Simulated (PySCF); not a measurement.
C$_{4}$H$_{9}$BO$_{2}$ (SMILES CB(C)OC(C)=O), singlet, geometry from GFN2-xTB, with bond 16-12 at 2.4 times its length; CASSCF(4,3)/STO-3G (PySCF).

Here is a job for PySCF.
```python
from pyscf import gto, scf, mcscf
import numpy

mol = gto.Mole()
mol.atom = '''
    B    -0.312208    1.035032    0.494923
    C     0.800021    1.921487   -0.197309
    H     1.764480    1.716828    0.266114
    H     0.613855    2.988074   -0.109102
    H     0.925487    1.679465   -1.250856
    C    -1.357445    1.649666    1.513722
    H    -2.024258    0.903916    1.936595
    H    -1.968719    2.407727    1.028195
    H    -0.848673    2.151226    2.334122
    O    -0.465732   -0.300635    0.232959
    C     0.349179   -1.122585   -0.452555
    C    -0.391322   -2.339538   -0.943203
    O     1.520381   -0.923170   -0.612331
    H     0.289309   -3.000644   -1.470533
    H    -1.197753   -2.028485   -1.603678
    H    -1.450100   -3.581461    1.093854
'''
mol.basis = 'sto-3g'
mol.charge = 0
mol.spin = 0
mol.verbose = 4
mol.build()

mf = scf.RHF(mol)
mf.kernel()
mc = mcscf.CASSCF(mf, 3, 4)
mc.fix_spin_(ss=0.0)
mc.conv_tol = 1e-5
mc.kernel()
occ = numpy.linalg.eigvalsh(mc.fcisolver.make_rdm1(mc.ci, mc.ncas, mc.nelecas))[::-1]
ss = mc.fcisolver.spin_square(mc.ci, mc.ncas, mc.nelecas)[0]
print('natural occupations', occ.round(4), ' <S^2>', round(ss, 4))
```

Output, abridged:

```
PySCF version 2.14.0

[INPUT] verbose = 4
[INPUT] num. atoms = 16
[INPUT] num. electrons = 54
[INPUT] charge = 0
[INPUT] spin (= nelec alpha-beta = 2S) = 0
[INPUT] symmetry False subgroup None
[INPUT] Mole.unit = angstrom
[INPUT] Symbol           X                Y                Z      unit          X                Y                Z       unit  Magmom
[...]
nuclear repulsion = 287.846471888423
number of shells = 30
number of NR pGTOs = 132
number of NR cGTOs = 44
basis = sto-3g
ecp = {}

******** <class 'pyscf.scf.hf.RHF'> ********
method = RHF
initial guess = minao
damping factor = 0
level_shift factor = 0
DIIS = <class 'pyscf.scf.diis.CDIIS'>
diis_start_cycle = 1
diis_space = 8
diis_damp = 0
SCF conv_tol = 1e-09
SCF conv_tol_grad = None
SCF max_cycles = 50
direct_scf = True
direct_scf_tol = 1e-13
Set gradient conv threshold to 3.16228e-05
Initial guess from minao.
init E= -327.948057149734
[...]
cycle= 1 E= -326.442678848675  delta_E= 1.51  |g|= 0.736  |ddm|= 4.85
[...]
cycle= 2 E= -326.581396308161  delta_E= -0.139  |g|= 0.477  |ddm|= 1.42
[...]
cycle= 3 E= -326.639895301794  delta_E= -0.0585  |g|= 0.0937  |ddm|= 0.615
[...]
cycle= 4 E= -326.6435647498  delta_E= -0.00367  |g|= 0.0489  |ddm|= 0.199
[...]
cycle= 5 E= -326.644833794659  delta_E= -0.00127  |g|= 0.0229  |ddm|= 0.118
[...]
cycle= 6 E= -326.645107559047  delta_E= -0.000274  |g|= 0.00852  |ddm|= 0.0428
[...]
cycle= 7 E= -326.645188317824  delta_E= -8.08e-05  |g|= 0.00201  |ddm|= 0.0354
[...]
cycle= 8 E= -326.645191970743  delta_E= -3.65e-06  |g|= 0.000669  |ddm|= 0.0066
[...]
cycle= 9 E= -326.645192635754  delta_E= -6.65e-07  |g|= 0.000279  |ddm|= 0.00281
[...]
cycle= 10 E= -326.645192758138  delta_E= -1.22e-07  |g|= 0.000147  |ddm|= 0.00106
[...]
cycle= 11 E= -326.645192806781  delta_E= -4.86e-08  |g|= 2.28e-05  |ddm|= 0.00107
[...]
cycle= 12 E= -326.645192807608  delta_E= -8.27e-10  |g|= 4.85e-06  |ddm|= 0.000132
[...]
Extra cycle  E= -326.645192807625  delta_E= -1.72e-11  |g|= 3.22e-06  |ddm|= 1.24e-05
converged SCF energy = -326.645192807625

******** <class 'pyscf.mcscf.mc1step.CASSCF'> ********
CAS (2e+2e, 3o), ncore = 25, nvir = 16
max_cycle_macro = 50
max_cycle_micro = 4
conv_tol = 1e-05
conv_tol_grad = None
orbital rotation max_stepsize = 0.02
orbital rotation threshold for CI restart = 0.01
augmented hessian ah_max_cycle = 30
augmented hessian ah_conv_tol = 1e-12
augmented hessian ah_linear dependence = 1e-14
augmented hessian ah_level shift = 1e-08
augmented hessian ah_start_tol = 2.5
augmented hessian ah_start_cycle = 3
augmented hessian ah_grad_trust_region = 3
kf_trust_region = 3
kf_interval = 4
ci_response_space = 4
ci_grad_trust_region = 3
with_dep4 0
natorb = False
canonicalization = True
sorting_mo_energy = False
ao2mo_level = 2
internal_rotation = False
******** <class 'pyscf.fci.addons.SpinPenaltyFCISolver'> ********
max. cycles = 50
conv_tol = 1e-08
davidson only = True
linear dependence = 1e-12
level shift = 0.001
max iter space = 12
nroots = 1
pspace_size = 400
spin = None
CASCI E = -326.807017956691  S^2 = 0.0000000
Set conv_tol_grad to 0.00316228
macro iter   1 ( 21 JK    4 micro), CASSCF E = -326.823941449600  dE = -1.69234929e-02  S^2 = 0.0000000
               |grad[o]|=0.0723  |grad[c]|=0.0336  |ddm|=0.0277  |maxRot[o]|=0.187
macro iter   2 ( 20 JK    4 micro), CASSCF E = -326.824301889020  dE = -3.60439420e-04  S^2 = 0.0000000
               |grad[o]|=0.0176  |grad[c]|=0.0392  |ddm|=0.00527  |maxRot[o]|=0.283
macro iter   3 (  8 JK    2 micro), CASSCF E = -326.824324626162  dE = -2.27371413e-05  S^2 = 0.0000000
               |grad[o]|=0.00538  |grad[c]|=0.00164  |ddm|=0.000864  |maxRot[o]|=0.0725
macro iter   4 (  6 JK    1 micro), CASSCF E = -326.824327182527  dE = -2.55636576e-06  S^2 = 0.0000000
               |grad[o]|=0.0012  |grad[c]|=0.00142  |ddm|=0.000206  |maxRot[o]|=0.0797
macro iter   5 (  6 JK    1 micro), CASSCF E = -326.824328145406  dE = -9.62878119e-07  S^2 = 0.0000000
               |grad[o]|=0.000933  |grad[c]|=0.000207  |ddm|=0.000115  |maxRot[o]|=0.024
macro iter   6 (  7 JK    1 micro), CASSCF E = -326.824328565724  dE = -4.20318429e-07  S^2 = 0.0000000
               |grad[o]|=0.000865  |grad[c]|=0.000117  |ddm|=1.7e-05  |maxRot[o]|=0.009
1-step CASSCF converged in   6 macro ( 68 JK  13 micro) steps
CASSCF canonicalization
Density matrix diagonal elements [1.99869222 1.30236664 0.69894114]
CASSCF energy = -326.824328565724
CASCI E = -326.824328565724  E(CI) = -3.76784931608364  S^2 = 0.0000000
natural occupations [2.     1.3011 0.6989]  <S^2> 0.0
```
